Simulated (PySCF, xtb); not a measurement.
Si(H)(Br)(NH2)2 (BrH5N2Si), SMILES N[SiH](N)Br.

xtb 6.7.1 with GFN2-xTB at its own geometry gives an orbital gap of 6.42 eV and a dipole moment of 5.88 D.

Coordinates come from a B3LYP-D3(BJ)/def2-SVP optimisation. The structure was generated by enumeration, and PubChem lists no compound with its InChIKey, so it may never have been made. The values are those of a single conformer.

**Question.** What does PBE/def2-TZVP run with PySCF give? (The exact figures need the calculation; the answer reports its results.)

**Answer.** gap 6.24 eV (levels -6.30 and -0.06 eV), dipole 2.36 D.
